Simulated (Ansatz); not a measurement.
A search over several starts for the lowest SCF solution of SiH2MeEt (C₃H₁₀Si) at the given spin, in a small basis.

```yaml
crystal:
  periodic: [false, false, false]
  atoms:
    - {symbol: Si, position_ang: [0.457115, 0.721239, 0.339432]}
    - {symbol: H, position_ang: [0.515376, 0.700435, 1.848549]}
    - {symbol: H, position_ang: [1.881492, 0.756606, -0.161760]}
    - {symbol: C, position_ang: [-0.465264, 2.266411, -0.245121]}
    - {symbol: H, position_ang: [-1.509593, 2.269879, 0.128720]}
    - {symbol: H, position_ang: [-0.498308, 2.311936, -1.352946]}
    - {symbol: H, position_ang: [0.030029, 3.189175, 0.119011]}
    - {symbol: C, position_ang: [-0.384356, -0.866598, -0.277025]}
    - {symbol: C, position_ang: [0.323065, -2.163253, 0.138940]}
    - {symbol: H, position_ang: [-0.458724, -0.800590, -1.385405]}
    - {symbol: H, position_ang: [-1.433649, -0.857644, 0.093550]}
    - {symbol: H, position_ang: [-0.204268, -3.063529, -0.239974]}
    - {symbol: H, position_ang: [1.362232, -2.204250, -0.248956]}
    - {symbol: H, position_ang: [0.384823, -2.259809, 1.242996]}
basis:
  gaussian: {orbitals: def2-SVP, initial_orbitals: start.molden}
hamiltonian: {xc: pbe0, dispersion: d4}
output: {orbitals: {seedname: orbitals}}
```

The file start.molden holds the orbitals of an earlier run on this structure, at another level or in another basis.

```sh
$ ansatz run in.yaml --threads 4 --pin off --events-out ev --progress --plain --max-ram 3916MiB
```

Output, abridged:

```
Functional definition: PBE0
1250 factors; their error is unknown
mean field evaluation 1: about -11139.9111 eV, gradient 5.6e0 eV
mean field evaluation 2: about -11139.9681 eV, gradient 5.1e-2 eV
mean field evaluation 4: about -11140.0054 eV, gradient 8.5e-5 eV
mean field evaluation 8: about -11139.9366 eV, gradient 3.3e0 eV
mean field evaluation 16: about -11140.0054 eV, gradient 2.5e-2 eV
mean field -11140.00543507 eV, -409.3876487720 hartree, gradient 9.0e-5 eV, S^2 0.000000; 1 other end points of the search recorded, 0 dependent functions left out
reference -11140.00546483 eV, -409.3876498657 hartree; 21, 21 occupied and 89, 89 virtual orbitals, 1250 factors
Total energy: -11140.21469560 eV, -409.3953389547 hartree
```

Run time 1.1 s (4 threads of AMD EPYC 7B13 on a shared host).
